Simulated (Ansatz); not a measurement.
This geometry of CH6BOSi (10 atoms, charge 1, multiplicity 1) is a first-order saddle point.

The calculation used RKS PBE0-D4/6-31G* (Ansatz 0.2.0).

```xyz
10
Properties=species:S:1:pos:R:3
B -0.628 -0.020 -1.112
C 0.374 0.228 -0.135
O 1.583 1.019 -0.196
Si -0.582 -0.849 0.914
H -1.074 0.162 -2.195
H 2.156 0.952 0.593
H 1.412 1.961 -0.408
H -1.487 -0.839 -0.481
H -1.530 -0.341 1.929
H -0.224 -2.272 1.091
```

Problem. Which two structures does it join? (They come from a converged band through this point; their orientation in space is the band's.)

Solution. No bond is made or broken. The dihedral B1–C2–O3–H7 goes from -88 to -26°.

Initial state:

```xyz
10
Properties=species:S:1:pos:R:3
B -0.687 0.139 -0.980
C 0.356 0.256 -0.020
O 1.507 1.123 0.129
Si -0.526 -0.974 0.924
H -1.205 0.496 -1.986
H 1.327 2.041 -0.163
H 2.302 0.781 -0.333
H -1.464 -0.826 -0.460
H -1.461 -0.633 2.017
H -0.149 -2.402 0.872
```

Final state:

```xyz
10
Properties=species:S:1:pos:R:3
B -0.655 0.090 -1.009
C 0.338 0.281 -0.009
O 1.592 1.003 0.043
Si -0.545 -0.946 0.937
H -1.065 0.298 -2.103
H 1.507 1.883 0.468
H 2.003 1.105 -0.841
H -1.500 -0.780 -0.433
H -1.496 -0.555 1.997
H -0.177 -2.379 0.950
```

Problem. How far does it lie above each of them?

Solution. 0.072 eV above the first and 0.072 eV above the second. This is the barrier of this one path; another mechanism may lie lower. Limits of this set-up: the dipole of an ion depends on the origin.

The run took 11 min on 1 thread of Arm Neoverse V2 (shared host), peak memory 0.14 GiB.
